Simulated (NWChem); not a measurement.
System: CH4MgSe; SMILES [CH3][Mg][SeH]

Input file for NWChem:

```
start job
memory heap 200 mb stack 900 mb global 1100 mb
geometry units angstroms noautosym nocenter noautoz
  Mg     0.137079    -1.163001     0.009472
  C      0.389435    -3.234555     0.028204
  H     -0.318225    -3.737910    -0.652336
  H      0.230700    -3.657577     1.034573
  H      1.405694    -3.523042    -0.290229
  Se    -0.123879     1.268937    -0.006035
  H     -1.565967     1.107373    -0.266588
end
basis spherical
  * library 6-31g*
end
dft
  xc hfexch
  iterations 150
end
property
  shielding
end
task dft property
```

The geometry was optimised at PBE0/def2-SVP.

GIAO values for the isolated, static molecule; σ is the absolute isotropic shielding, δ = σ(reference) − σ with the isolated reference molecule computed at the same levels (13C: tetramethylsilane, 1H: tetramethylsilane). Spin-orbit effects, on the heavy nuclei and on their neighbours, are missing.

Atoms are numbered as in the input.

Question: Predict the main results of this run. (Hartree-Fock/6-31G* (spherical d), GIAO.) Quantities: σ Mg1 (ppm); δ C2 (ppm); δ H3 (rotor mean) (ppm); σ Se6 (ppm); δ H7 (ppm).

Answer: 
* **σ Mg1 (ppm)**: 495.6
* **δ C2 (ppm)**: -14.8
* **δ H3 (rotor mean) (ppm)**: -0.80
* **σ Se6 (ppm)**: 2498.1
* **δ H7 (ppm)**: -0.88
